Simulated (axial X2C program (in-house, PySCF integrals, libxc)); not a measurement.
## Ω levels of ZrI from open-shell CI on d2 s1 p(π)0

Calculated with an axial X2C code built on PySCF integrals: two-component X2C with atomic mean-field Coulomb and Gaunt terms, basis Zr dyall-v3z, I dyall-v3z (cores contracted in-house). Orbitals come from Hartree–Fock averaged over the configuration Zr d2 s1 p(π)0; CI then distributes these electrons over the d, s, p(π) shells of Zr.

R = 2.887 Å (near the minimum of the configuration average).

Active spinors (ω > 0):

| shell | ω | ε (eV) | character |
| --- | --- | --- | --- |
| d | 3/2 | 0.10 | 100% Zr d |
| d | 5/2 | 0.15 | 100% Zr d |
| d | 1/2 | 0.36 | 92% Zr d, 4% Zr p |
| d | 3/2 | 0.42 | 94% Zr d |
| d | 1/2 | 0.47 | 87% Zr d, 8% Zr p |
| s | 1/2 | -3.20 | 73% Zr s, 23% Zr p |
| p(π) | 1/2 | 1.06 | 91% Zr p, 4% Zr d |
| p(π) | 3/2 | 1.11 | 90% Zr p, 4% Zr d |

Lowest levels of this model:

```csv
Ω,energy (cm⁻¹),g∥,μ (D),configuration
3/2,0,0.01,-4.13,97% d2 s1
5/2,345,4.02,-4.15,97% d2 s1
7/2,705,8.02,-4.18,97% d2 s1
9/2,1080,12.00,-4.22,97% d2 s1
1/2,1141,1.85,-4.11,97% d2 s1
3/2,1306,5.45,-4.14,97% d2 s1
1/2,1818,1.22,-3.73,98% d2 s1
5/2,1927,7.73,-3.76,97% d2 s1
3/2,1962,4.00,-3.79,97% d2 s1
1/2,2103,1.96,-3.80,98% d2 s1
1/2,2460,1.02,-3.42,99% d2 s1
3/2,2635,2.52,-3.29,99% d2 s1
5/2,2768,6.23,-3.19,99% d2 s1
7/2,2871,9.99,-3.09,100% d2 s1
5/2,4164,6.01,-3.78,54% d2 s1 + 38% d1 s2
7/2,8171,7.99,-4.39,94% d2 s1
9/2,11413,10.01,-3.75,92% d2 s1 + 5% d3
7/2,11421,6.02,-3.75,91% d2 s1 + 6% d3
9/2,14771,12.00,-5.26,84% d3 + 10% d2 p(π)1
9/2,22047,9.94,-5.98,74% d3 + 19% d2 p(π)1
11/2,24017,12.65,-6.60,60% d3 + 40% d2 p(π)1
11/2,24440,13.36,-6.84,71% d2 p(π)1 + 29% d3
```

g∥ is the magnitude of 2⟨Lz + ge Sz⟩ for the +Ω component. μ is positive if the I end is positive.

From Ω and g∥ of the lowest level, whose 2⟨Lz + ge Sz⟩ is positive, find ⟨Sz⟩ and ⟨Lz⟩ (ge = 2.0023).

Ω = ⟨Lz⟩ + ⟨Sz⟩ = 3/2 and ⟨Lz⟩ + ge⟨Sz⟩ = 0.005, so ⟨Sz⟩ = -1.49 and ⟨Lz⟩ = 2.99.

Occupations of the active spinors in the lowest level by ω, shell by shell in order of energy: -5/2: 0.00; -3/2: 0.00 0.00 0.00; -1/2: 0.01 0.02 0.98 0.00; 1/2: 0.84 0.14 0.00 0.01; 3/2: 0.99 0.01 0.00; 5/2: 0.00. The leading determinant has weight 0.82 among 82.

This point took 2.1 s on 1 thread of Arm Neoverse V1 (shared host).

Dynamic correlation is missing, so gaps between terms are too wide and other configurations may lie lower; the lowest level listed is that of this model, not necessarily the ground state. For d shells the ligand-field splittings (σ, π, δ) and their order can be off by a thousand cm⁻¹ or more. At most 4 roots were kept for each Ω > 0 (twice that for Ω = 0) within 3.2 eV of the lowest, so higher up levels can be missing between those listed; levels with Ω > 0 are doubly degenerate and listed once, Ω = 0 levels singly. States that fill the shells left empty in the average are placed too high.
